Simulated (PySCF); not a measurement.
A GIAO shielding run with PySCF (density fitting, non-relativistic, gas phase) on SMILES C(C)#C[Si@@](C)(C#N)C[SiH3], C6H11NSi2:

```
$ OMP_NUM_THREADS=1 python probes_run.py task.json out

{"job": {"kind": "nmr", "xc": "PBE0", "basis": "pcSseg-1"}, "charge": 0, "multiplicity": 1}
C     -4.067793     0.988492    -0.296347
C     -2.689551     0.563405    -0.362613
C     -1.539591     0.204989    -0.417912
Si     0.232248    -0.318620    -0.472293
C      0.450475    -2.098145     0.151225
C      0.699340    -0.276779    -2.290429
N      0.985777    -0.237184    -3.398865
C      1.350726     0.930622     0.429361
Si     3.182353     0.436326     0.585812
H     -4.240671     1.547897     0.623018
H     -4.300218     1.626359    -1.148738
H     -4.726702     0.120605    -0.312317
H     -0.220184    -2.781169    -0.361861
H      1.467196    -2.448204    -0.004816
H      0.237094    -2.162193     1.214380
H      1.287617     1.886852    -0.091334
H      0.943742     1.104138     1.426259
H      3.292475    -0.711127     1.492790
H      3.709687     0.075083    -0.730608
H      3.940832     1.559334     1.142857
```

Hardware: 1 thread of an Arm Neoverse N1, shared host. The job also computes population analyses, field gradients.

Problem. How large is the calculation?

Solution. 82 electrons, 222 basis functions and 1190 auxiliary functions.

Problem. How long does it take, and how much memory does it need?

Solution. 83 s of wall time, with 15 SCF cycles and 5 response iterations; peak memory 1.1 GiB. Times on a shared host scatter by some tens of per cent.
